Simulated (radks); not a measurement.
The numbers below are computed, except where a source is named.
Task: The mean radii <r> (bohr) of the occupied orbitals of an atom or ion are listed with their occupations. Code: a radial shooting solver on a logarithmic mesh with Libxc functionals. Model: scalar-relativistic Kohn-Sham, PBE, spin-polarised, spherical densities, finite nucleus; Fermi nuclear charge, rms radius of each element as measured or else 0.836 A^(1/3) + 0.57 fm.

orbital  occ.     <r>
1s up       1  0.4200
1s down     1  0.4197
2s up       1   2.274
3p up       1   8.493

Name the element and its charge. Open shells, if any, are filled with parallel spins first.

Result: Z = 4, beryllium, charge 0: Be in [He] 2s1 3p1. The 1s radius gives Z: for a bare nucleus <r> = (2 gamma + 1)/(2Z) with gamma = sqrt(1 - (Z/c)^2), 0.3749 bohr for Z = 4, and screening makes it slightly larger (0.4200 here). The occupations add up to 4, and the charge is Z minus that.
